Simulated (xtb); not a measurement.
O$_{2}$Si, charge -1, doublet, at a GFN2-xTB geometry (a state made from the parent by changing its charge; the spin is typed, not shown lowest); GFN2-xTB (xtb).

Input for xtb:
```
$ xtb mol.xyz --gfn 2 --chrg -1 --uhf 1 --ohess --json

# file mol.xyz
3

O      1.42427737    -0.24577043     0.00533465
Si    -0.01222762     0.33847329     0.01337146
O     -1.40287903    -0.34655783    -0.02873470
```

What the program printed (banner, timings and long lists left out):

```
   ID    Z sym.   atoms
    1    8 O      1, 3
    2   14 Si     2

           -------------------------------------------------
          |                Calculation Setup                |
           -------------------------------------------------

           -------------------------------------------------
          |                 G F N 2 - x T B                 |
           -------------------------------------------------

          ...................................................
          :                      SETUP                      :
          :.................................................:
          :  # basis functions                  18          :
          :  # atomic orbitals                  17          :
          :  # shells                            7          :
          :  # electrons                        17          :
          :  max. iterations                   250          :
          :  Hamiltonian                  GFN2-xTB          :
          :  restarted?                      false          :
          :  GBSA solvation                  false          :
          :  PC potential                    false          :
          :  electronic temp.          300.0000000     K    :
          :  accuracy                    1.0000000          :
          :  -> integral cutoff          0.2500000E+02      :
          :  -> integral neglect         0.1000000E-07      :
          :  -> SCF convergence          0.1000000E-05 Eh   :
          :  -> wf. convergence          0.1000000E-03 e    :
          :  Broyden damping             0.4000000          :
          :  net charge                         -1          :
          :  unpaired electrons                  1          :
          ...................................................

 iter      E             dE          RMSdq      gap      omega  full diag
   1    -10.1419183 -0.101419E+02  0.180E+01    2.23       0.0  T
   2    -10.1444647 -0.254640E-02  0.114E+01    2.25       1.0  T
   3    -10.1406343  0.383035E-02  0.271E+00    2.15       1.0  T
   4    -10.1419768 -0.134248E-02  0.249E+00    2.16       1.0  T
   5    -10.1463564 -0.437967E-02  0.462E-01    2.31       1.0  T
   6    -10.1467273 -0.370882E-03  0.881E-02    2.29       1.0  T
   7    -10.1466438  0.834958E-04  0.197E-01    2.28       1.0  T
   8    -10.1467300 -0.861864E-04  0.107E-02    2.29       5.4  T
   9    -10.1467302 -0.200615E-06  0.388E-03    2.29      14.9  T
[...]
         :: total energy             -10.096075940290 Eh    ::
 * total energy  :   -10.0960759 Eh     change       -0.8900258E-10 Eh
   *** GEOMETRY OPTIMIZATION CONVERGED AFTER 1 ITERATIONS ***
         :: total energy             -10.096075940379 Eh    ::
[...]
          :  rotational number                       2      :
          :  scaling factor                  1.0000000      :
          :  rotor cutoff                   50.0000000 cm⁻¹ :
          :  imag. cutoff                  -20.0000000 cm⁻¹ :
          :.................................................:

    mode    ω/cm⁻¹     T·S(HO)/kcal·mol⁻¹    T·S(FR)/kcal·mol⁻¹   T·S(vib)
   ------------------------------------------------------------------------
   ------------------------------------------------------------------------

   temp. (K)  partition function   enthalpy   heat capacity  entropy
                                   cal/mol     cal/K/mol   cal/K/mol   J/K/mol
 298.15  VIB   1.22                  243.493      2.015      1.212
         ROT  0.629E+04              888.752      2.981     20.362
         INT  0.767E+04             1132.245      4.996     21.575
         TR   0.451E+27             1481.254      4.968     38.182
         TOT                        2613.4989     9.9642    59.7567   250.0221

       T/K    H(0)-H(T)+PV         H(T)/Eh          T*S/Eh         G(T)/Eh
   ------------------------------------------------------------------------
    298.15    0.416488E-02    0.103458E-01    0.283923E-01   -0.180465E-01
   ------------------------------------------------------------------------

         :::::::::::::::::::::::::::::::::::::::::::::::::::::
         ::                  THERMODYNAMIC                  ::
         :::::::::::::::::::::::::::::::::::::::::::::::::::::
         :: total free energy         -10.114122468227 Eh   ::
         ::.................................................::
         :: total energy              -10.096075940379 Eh   ::
         :: zero point energy           0.006180938948 Eh   ::
         :: G(RRHO) w/o ZPVE           -0.024227466795 Eh   ::
         :: G(RRHO) contrib.           -0.018046527847 Eh   ::
         :::::::::::::::::::::::::::::::::::::::::::::::::::::

optimized geometry written to: xtbopt.xyz

           -------------------------------------------------
          | TOTAL ENERGY              -10.096075940379 Eh   |
          | TOTAL ENTHALPY            -10.085730125772 Eh   |
          | TOTAL FREE ENERGY         -10.114122468227 Eh   |
          | GRADIENT NORM               0.000034453122 Eh/α |
          | HOMO-LUMO GAP               2.292478808295 eV   |
           -------------------------------------------------

normal termination of xtb
```
